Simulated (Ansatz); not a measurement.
```yaml
crystal:
  periodic: [false, false, false]
  atoms:
    - {symbol: Ge, position_ang: [1.381030, 0.018096, 0.351971]}
    - {symbol: H, position_ang: [2.177585, -1.058961, 1.155606]}
    - {symbol: H, position_ang: [2.519962, 1.337758, 0.059734]}
    - {symbol: S, position_ang: [-0.303678, 0.807588, 1.489090]}
    - {symbol: Ge, position_ang: [-1.534935, -0.185960, -0.349193]}
    - {symbol: H, position_ang: [-2.341267, -1.080346, -0.125176]}
    - {symbol: H, position_ang: [-2.083626, 0.963790, -1.218654]}
    - {symbol: S, position_ang: [0.373930, -0.745772, -1.415994]}
basis:
  gaussian: {orbitals: def2-mTZVPP}
hamiltonian: {xc: {name: B97M-V}}
scf: {lower_state_search: off}
```

```sh
$ ansatz run in.yaml --threads 2 --pin off --events-out ev --progress --plain --max-ram 32768MiB --backend cpu
```

Shortened log:

```
Functional definition: B97M-V
1414 factors; their error is unknown
mean field evaluation 1: about -134744.9416 eV, gradient 3.1e1 eV
mean field evaluation 2: about -134742.8239 eV, gradient 4.5e1 eV
mean field evaluation 4: about -134746.7875 eV, gradient 2.8e0 eV
mean field evaluation 8: about -134746.8057 eV, gradient 4.3e-2 eV
mean field evaluation 16: about -134746.7622 eV, gradient 2.6e-5 eV
mean field -134746.76223102 eV, -4951.8521773543 hartree, gradient 2.9e-6 eV, S^2 0.000000; 0 other end points of the search recorded, 0 dependent functions left out
reference -134746.76228327 eV, -4951.8521792742 hartree; 50, 50 occupied and 96, 96 virtual orbitals, 1414 factors
Total energy: -134746.76228327 eV, -4951.8521792742 hartree
Checks for a lower state left out: stability, starts, cluster_reference, orbital_swaps, neighbouring_geometries, increment
```

Run time 4.1 s (2 threads of AMD EPYC 7R13 on a shared host).
